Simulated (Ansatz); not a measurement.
`F[CH2][GaH][SiH2]Cl`, relaxed with RKS PBE0-D4/def2-TZVP in the Gaussian-basis code of Ansatz from a PBE-D4/def2-SVP geometry. The force threshold is 0.005 eV/Å; the program also tests the step.

Charge 0, multiplicity 1.

Start:

```xyz
10

F     2.082   -0.542    0.133
C     1.366   -0.579   -1.062
Ga   -0.598   -0.441   -0.697
Si   -1.096    0.405    1.483
Cl   -0.731    2.338    0.635
H     1.690    0.266   -1.713
H     1.610   -1.519   -1.610
H    -1.692   -0.566   -1.833
H    -0.137    0.221    2.626
H    -2.494    0.417    2.038
```

(1) How much energy does the relaxation release, and in how many steps? (An estimate is asked.)

(2) Which bonds change most? (An estimate is asked.)

(3) Give the relaxed structure. (An estimate is asked.)

Results:

(1) Ansatz gave: 7.92 kJ/mol, in 12 steps.

(2) Computed: Si4–Cl5 from 2.143 to 2.080 Å; Ga3–Si4 from 2.391 to 2.414 Å; Si4–H10 from 1.505 to 1.486 Å; C2–H6 from 1.115 to 1.097 Å.

(3) Computed: 
```xyz
10

F     2.209   -0.447   -0.018
C     1.393   -0.657   -1.125
Ga   -0.527   -0.343   -0.700
Si   -1.111    0.571    1.456
Cl   -0.965    2.623    1.145
H     1.728    0.012   -1.927
H     1.555   -1.683   -1.477
H    -1.591   -0.602   -1.829
H    -0.189    0.226    2.568
H    -2.502    0.300    1.907
```
